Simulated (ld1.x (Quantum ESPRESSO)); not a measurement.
## An all-electron radial function and its pseudo partner (Bi (Z = 83))

Columns: radius, all-electron u(r) and pseudo u(r) of the 6p shell (level -4.57 eV) of bismuth in the configuration [Xe] 4f14 5d10 6s2 6p3; PBE, scalar-relativistic, TM semilocal scheme, ld1.x (Quantum ESPRESSO) 7.5.

```
r (bohr)  all-electron  pseudo
   0.103       -0.1063  0.0024
   0.205        0.0255  0.0093
   0.308        0.1812  0.0206
   0.410        0.0907  0.0358
   0.513       -0.0862  0.0546
   0.615       -0.2230  0.0761
   0.718       -0.2838  0.1004
   0.820       -0.2731  0.1265
   0.923       -0.2116  0.1550
   1.025       -0.1210  0.1856
   1.128       -0.0163  0.2193
   1.230        0.0890  0.2561
   1.332        0.1890  0.2969
   1.435        0.2805  0.3422
   1.538        0.3608  0.3907
   1.640        0.4284  0.4400
   1.743        0.4853  0.4883
   1.845        0.5308  0.5312
   1.948        0.5670  0.5670
   2.050        0.5942  0.5942
   2.153        0.6139  0.6139
   2.255        0.6267  0.6267
   2.358        0.6338  0.6338
   2.460        0.6359  0.6359
   2.562        0.6338  0.6338
   2.665        0.6282  0.6282
```

Question: How many radial nodes do the two functions have?

Answer: The all-electron 6p function has n − l − 1 = 4 (the table is too coarse to show those close to the nucleus); the pseudo-wave has 0, since the states of the same l below it are removed with the core.

Question: At about which radius was the pseudo-wave matched?

Answer: 2.05 bohr. The columns agree to 0.0005 from 1.84 bohr on; several derivatives are matched, so the curves merge somewhat inside the radius.

Question: Is the pseudo-wave norm-conserving?

Answer: Yes: the TM semilocal scheme keeps the norm inside the radius equal to the all-electron one, which fixes the energy derivative of the logarithmic derivative at the level.
